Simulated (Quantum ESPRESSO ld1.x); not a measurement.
Li I, 3 electrons, occupied as [He] 2s1.

All-electron calculation, scalar-relativistic Kohn-Sham, LDA (Slater exchange, Perdew-Zunger correlation), spin-polarised, spherical densities, point nucleus; open shells are filled with parallel spins first. Program: ld1.x of Quantum ESPRESSO 7.5.

Energy parts (hartree):
total: -7.3434
kinetic: 7.2511
electron-nucleus: -16.9398
Hartree: 4.0093
exchange-correlation: -1.6640

Orbitals (lengths in bohr, moments of r in powers of bohr; r(max) is where P^2 peaks; r(90%) holds 90 % of the orbital's charge):
| orbital | occ. | eigenvalue (hartree) | <r^4> | <1/r> | r(max) | r(90%) |
|---|---|---|---|---|---|---|
| 1s up | 1 | -1.87436 | 0.6353 | 2.641 | 0.364 | 1.07 |
| 1s down | 1 | -1.86688 | 0.6225 | 2.642 | 0.367 | 1.07 |
| 2s up | 1 | -0.11633 | 547.3 | 0.3630 | 3.08 | 6.00 |
| 2s down | 0 | -0.06914 | 1028 | 0.3277 | 3.23 | 7.01 |

The highest occupied level is 2s up at -3.166 eV. Spin moment in Bohr magnetons: 1. For comparison, the ionisation energy in NIST's Atomic Spectra Database is 5.392 eV (measured). In exact Kohn-Sham theory the highest level is minus the ionisation energy, but local and semilocal functionals leave it too shallow, through self-interaction and a potential that decays too fast; potentials with the right tail come closer. Summed over all electrons, <r^2> = 18.30 bohr^2, which gives a Langevin (diamagnetic) susceptibility term of -14.5 x 10^-6 cm^3/mol.
